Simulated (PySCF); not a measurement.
H₂MoO₂ + 2 HF → MoF₂ + 2 H₂O

Level: PBE0 in the def2-TZVP basis family, computed in PySCF with density fitting; scalar-relativistic core potentials for atoms from Rb on, none lighter, no spin–orbit coupling; open shells unrestricted.

| species | state and structure | E (Eh) | ZPE (kJ/mol) | H(298 K) − H(0) (kJ/mol) | S° (J/(mol K)) |
| --- | --- | --- | --- | --- | --- |
| H₂MoO₂ | singlet, C2v, Mo–H 1.716 Å (×2), Mo–O 1.663 Å (×2); H–Mo–H 119.8°, H–Mo–O 107.0° (×4), O–Mo–O 108.8° | -219.78889 | 53.4 | 12.5 | 274.4 |
| HF | singlet, C∞v, H–F 0.920 Å | -100.39188 | 24.9 | 8.7 | 173.6 |
| MoF₂ | quintet, C2v, Mo–F 1.868 Å (×2); F–Mo–F 134.2° | -267.81612 | 8.8 | 12.3 | 292.0 |
| H₂O | singlet, C2v, O–H 0.960 Å (×2); H–O–H 105.1° | -76.37736 | 56.5 | 9.9 | 188.7 |

Task: What is the electronic reaction energy?

Result: At PBE0/def2-TZVP, ΔE = 4.8 kJ/mol from the differences of the total energies times 2625.5, uphill. Ligand exchange with HF takes part in thermal etching.

Task: Add zero-point, thermal and entropy terms for 298.15 K and 1 bar.

Result: ΔZPE = 18.6 and Δ[H(298) − H(0)] = 2.2 kJ/mol give ΔH° = 25.6 kJ/mol. ΔS° = 47.8 J/(mol K), so ΔG° = 25.6 − 298.15 × (0.0478) = 11 kJ/mol and log₁₀K = -2.0.

Open d or f shells are single determinants, so the state found may not be the ground state. Each species is the lowest minimum found with this bonding; other isomers or fragments can lie lower.
